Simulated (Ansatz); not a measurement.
The input (input.yaml):

```yaml
crystal:
  periodic: [false, false, false]
  atoms:
    - { symbol: In, position_ang: [0.0, 0.0, 2.0e-06] }
    - { symbol: Cl, position_ang: [0.0, 0.0, 2.324365] }
    - { symbol: Cl, position_ang: [2.012958, 0.0, -1.162184] }
    - { symbol: Cl, position_ang: [-2.012958, 0.0, -1.162184] }
basis:
  gaussian: { orbitals: def2-SVP }
hamiltonian:
  xc: hf
md:
  timestep: 2.0
  n_steps: 150
  ensemble: nvt_nose_hoover
  temperature: 400.0
  initial_velocities: maxwell_boltzmann
  seed: 345330
```

Run as:

```bash
$ ansatz run input.yaml --threads 1 --pin off --max-ram 2048MiB --backend cpu --events-out ev --progress --plain --runs-dir out
```

Hardware: 1 thread of Arm Neoverse V2, with other jobs on the host.

Roughly how long does this run take, and how much memory?

3.9 min, with a peak of 0.17 GiB, for 151 ionic steps.
